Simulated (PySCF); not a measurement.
# What settings do to a single point of [BiH]2+

The sound run of [BiH]2+ (singlet) uses PySCF 2.14.0, RKS B3LYP, Bi def2-SVP with ECP60, H def2-SVP; non-relativistic Hamiltonian with scalar-relativistic core potentials where named; density fitting; no spin-orbit coupling, grid (50, 194), threshold 1e-8 Eh and 55 cycles, at the relaxed geometry:

```xyz
2

Bi    0.0000    0.0000    0.0974
H     0.0000    0.0000    1.9230
```

There Bi1 has a Mulliken charge of 1.84 e and the dipole about the centre of mass is 0.79 D. Each run below changes one thing and starts from free metal ions and neutral atoms unless it says otherwise; with 55 cycles, smearing, a level shift and second-order steps follow where DIIS fails, and their cycles count. Energy shifts count from the sound run.

```tsv
change	outcome	cycles	energy shift (eV)	largest force component (eV/Å)	charge on Bi1 (e)	dipole about the centre of mass (D)
cycle limit 5	not converged	5	–	–	–	–
grid (99, 590)	converged	7	-0.0002	0.00	1.84	0.79
charge changed by +1, spin kept, limit 80 cycles	refused	–	–	–	–	–
start from a density of up to 30 smeared cycles (not counted)	converged	6	0.0000	0.00	1.84	0.79
```

Question: How does the run with this change end: threshold 1e-06?

Answer: outcome converged, cycles 6, energy shift (eV) 0.0000, largest force component (eV/Å) 0.00, charge on Bi1 (e) 1.84, dipole about the centre of mass (D) 0.79.

Forces carry noise of the integration grid, about 0.01 to 0.03 eV/Å.
